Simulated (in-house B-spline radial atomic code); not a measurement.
Results of a calculation; reference values are marked as such.
Ghost states of the separable form: F

F, [He] 2s2 2p5, non-relativistic PBE, spherical and spin-unpolarised, from a B-spline radial code for spherical atoms (atomic units; all potentials screened as in the neutral atom).

Troullier-Martins channels: 2s (ε = -1.0959, r_c = 0.738 bohr), 2p (ε = -0.4087, r_c = 1.101 bohr). In the Kleinman-Bylander form one channel serves as the local potential, and each other channel l becomes |δV u><u δV|/<u|δV|u>, with δV = V_l − V_local and u the pseudo-orbital. Its strength is E_KB = <u|δV²|u>/<u|δV|u>. By the analysis of Gonze, Stumpf and Scheffler a spurious state lies below the reference level ε if E_KB > 0 and ε is above the second level of the local potential alone, or if E_KB < 0 and ε is above its first. The table's levels are those of angular momentum l in a sphere of 9 bohr, whose wall can lift a shallow ε a little above its free-atom value.

```json
{"local": "p", "channel": "s", "<u δV u>": "1.184", "<u δV² u>": "14.05", "ε": "-1.0958", "first local level": "-5.5163", "second local level": "-0.0990"}
{"local": "s", "channel": "p", "<u δV u>": "-1.5053", "<u δV² u>": "17.631", "ε": "-0.4087", "first local level": "-0.0158", "second local level": "0.1550"}
```

(1) Apply the rule to each row.

Diagonalising the separable Hamiltonian gives:

```csv
local,channel,three lowest levels,"all-electron, two lowest valence levels"
p,s,"-1.0958, 0.0178, 0.2499","-1.0958, 0.0177"
s,p,"-0.4087, 0.0860, 0.3338","-0.4087, 0.0860"
```

(2) Which choices of local channel are safe?

## Answers

(1) Local p, channel s: E_KB = +11.9, so ε = -1.0958 is set against -0.0990: no ghost. Local s, channel p: E_KB = -11.7, so ε = -0.4087 is set against -0.0158: no ghost.

(2) All are free of ghosts. Among the safe choices the second level, which tests transfer, is off by at most 0.0 millihartree (s local), 0.1 millihartree (p local).
